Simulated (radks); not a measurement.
Values are calculated unless marked as measured or tabulated.
Task: Pd4+, configuration [Kr] 4d6. Code: a radial shooting solver on a logarithmic mesh with Libxc functionals. Model: Dirac Kohn-Sham, PBE, spin-unpolarised, spherical densities, point nucleus; open shells fill j = l - 1/2 first. Some entries of the table are withheld. Estimate them.

| orbital | occ. | eigenvalue (hartree) | <r^2> (bohr^2) |
|---|---|---|---|
| 1s1/2 | 2 | -889.7822 | 0.001371 |
| 2s1/2 | 2 | -131.7631 | 0.02250 |
| 2p1/2 | 2 | -122.3728 | (1) |
| 2p3/2 | 4 | -116.5153 | (2) |
| 3s1/2 | 2 | (3) | 0.1644 |
| 3p1/2 | 2 | -21.84289 | 0.1602 |
| 3p3/2 | 4 | -20.82117 | 0.1694 |
| 3d3/2 | 4 | -14.26676 | 0.1508 |
| 3d5/2 | 6 | -14.06294 | 0.1536 |
| 4s1/2 | 2 | -5.25232 | 0.9828 |
| 4p1/2 | 2 | -4.08772 | 1.127 |
| 4p3/2 | 4 | -3.91540 | 1.190 |
| 4d3/2 | 4 | (4) | 1.812 |
| 4d5/2 | 2 | (5) | 1.844 |

Result: 
(1) 2p1/2 <r^2> (bohr^2): 0.01685
(2) 2p3/2 <r^2> (bohr^2): 0.01818
(3) 3s1/2 eigenvalue (hartree): -25.54731
(4) 4d3/2 eigenvalue (hartree): -2.11471
(5) 4d5/2 eigenvalue (hartree): -2.09174
